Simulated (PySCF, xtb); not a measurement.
C2H5S, SMILES C[CH]S, multiplicity 2. Other conformers were not sampled.

Harmonic wavenumbers (cm⁻¹) from GFN2-xTB run with xtb at its own minimum, in rising order: 135, 254, 335, 507, 766, 854, 1008, 1051, 1139, 1263, 1399, 1466, 1477, 2378, 2882, 2994, 3014, 3121.

Q: What does B3LYP-D3(BJ)/def2-TZVP in PySCF give at its own minimum? (The exact figures need the calculation; the answer reports its results.)

A: 141, 217, 328, 394, 714, 913, 1011, 1064, 1126, 1325, 1410, 1471, 1484, 2646, 2963, 3026, 3088, 3196. Paired by order, the mean absolute difference is 51 cm⁻¹ and the zero-point energies are 37.2 and 37.9 kcal/mol.
